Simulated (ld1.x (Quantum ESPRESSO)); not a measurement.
# An all-electron radial function and its pseudo partner (Nd (Z = 60))

Columns: radius, all-electron u(r) and pseudo u(r) of the 4f shell (level -4.16 eV) of neodymium in the configuration [Kr] 4d10 4f3.5 5s2 5p6 5d0.5 6s2 6p0; PBE, scalar-relativistic, RRKJ scheme, ld1.x (Quantum ESPRESSO) 7.5.

| r (bohr) | all-electron | pseudo |
| --- | --- | --- |
| 0.138 | 0.1187 | 0.0039 |
| 0.275 | 0.4866 | 0.0544 |
| 0.413 | 0.7992 | 0.2244 |
| 0.550 | 0.9513 | 0.5250 |
| 0.688 | 0.9781 | 0.8702 |
| 0.825 | 0.9351 | 1.1119 |
| 0.963 | 0.8610 | 1.1582 |
| 1.100 | 0.7784 | 1.0284 |
| 1.238 | 0.6963 | 0.8268 |
| 1.375 | 0.6199 | 0.6582 |
| 1.513 | 0.5496 | 0.5534 |
| 1.650 | 0.4868 | 0.4868 |
| 1.788 | 0.4304 | 0.4304 |
| 1.925 | 0.3809 | 0.3809 |
| 2.062 | 0.3373 | 0.3373 |
| 2.200 | 0.2988 | 0.2988 |
| 2.338 | 0.2650 | 0.2650 |
| 2.475 | 0.2357 | 0.2357 |
| 2.613 | 0.2099 | 0.2099 |
| 2.750 | 0.1874 | 0.1874 |
| 2.888 | 0.1676 | 0.1676 |
| 3.025 | 0.1503 | 0.1503 |
| 3.162 | 0.1351 | 0.1351 |
| 3.300 | 0.1216 | 0.1216 |
| 3.438 | 0.1097 | 0.1097 |
| 3.575 | 0.0993 | 0.0993 |

Q: How many radial nodes do the two functions have?

A: The all-electron 4f function has n − l − 1 = 0; the pseudo-wave has 0.

Q: At about which radius was the pseudo-wave matched?

A: 1.65 bohr, where the columns begin to agree (steps of 0.14 bohr).

Q: Is the pseudo-wave norm-conserving?

A: Yes: the RRKJ scheme keeps the norm inside the radius equal to the all-electron one, which fixes the energy derivative of the logarithmic derivative at the level.
